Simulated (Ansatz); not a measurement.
Geometry optimisation, RKS PBE/6-31G (Ansatz 0.2.0).

The input (input.yaml):

```yaml
crystal:
  periodic: [false, false, false]
  atoms:
    - { symbol: Si, position_ang: [0.0, 0.0, 0.0] }
    - { symbol: H, position_ang: [0.0, 0.0, 1.46] }
    - { symbol: O, position_ang: [1.5842, 0.0, -0.5594] }
    - { symbol: H, position_ang: [1.9006, -0.9521, -0.6761] }
    - { symbol: O, position_ang: [-0.7913, 1.3709, -0.5594] }
    - { symbol: H, position_ang: [-1.7491, 1.1401, -0.7818] }
    - { symbol: O, position_ang: [-0.7913, -1.3709, -0.5594] }
    - { symbol: H, position_ang: [-1.2459, -1.8365, 0.2129] }
basis:
  gaussian: { orbitals: "6-31G" }
hamiltonian:
  xc: pbe
relax:
  f_tol: 0.02
  max_steps: 40
```

Run as:

```bash
$ ansatz run input.yaml --threads 1 --pin off --max-ram 2048MiB --backend cpu --events-out ev --progress --plain --runs-dir out
```

Question: Where does it end, and by what steps?

Answer: The run converged. Limits of this set-up: no polarisation functions. After 9 steps the energy has fallen by 0.644 eV; H6 moved furthest, 0.78 Å.

```json
{"step": "0", "energy less start (eV)": "0.0000", "largest force component (eV/Å)": "2.002", "accepted": "yes"}
{"step": "1", "energy less start (eV)": "-0.2919", "largest force component (eV/Å)": "1.089", "accepted": "yes"}
{"step": "2", "energy less start (eV)": "-0.4159", "largest force component (eV/Å)": "0.476", "accepted": "yes"}
{"step": "3", "energy less start (eV)": "-0.5102", "largest force component (eV/Å)": "0.608", "accepted": "yes"}
{"step": "4", "energy less start (eV)": "-0.5858", "largest force component (eV/Å)": "0.496", "accepted": "yes"}
{"step": "5", "energy less start (eV)": "-0.4061", "largest force component (eV/Å)": "2.142", "accepted": "no"}
{"step": "6", "energy less start (eV)": "-0.6272", "largest force component (eV/Å)": "0.146", "accepted": "yes"}
{"step": "7", "energy less start (eV)": "-0.6426", "largest force component (eV/Å)": "0.114", "accepted": "yes"}
{"step": "8", "energy less start (eV)": "-0.6442", "largest force component (eV/Å)": "0.021", "accepted": "yes"}
{"step": "9", "energy less start (eV)": "-0.6445", "largest force component (eV/Å)": "0.020", "accepted": "yes"}
```

```xyz
8
Properties=species:S:1:pos:R:3
Si -0.042 -0.062 0.229
H 0.067 0.199 1.699
O 1.500 -0.002 -0.535
H 1.745 -0.743 -1.131
O -1.105 1.184 -0.306
H -1.193 1.412 -1.256
O -0.586 -1.652 -0.197
H -1.479 -1.985 0.033
```

Whether the end is a true minimum wasn't checked by a vibrational analysis.

Run time: 19 s on 1 thread of Arm Neoverse V1, with other jobs on the host, peak memory 0.1 GiB.
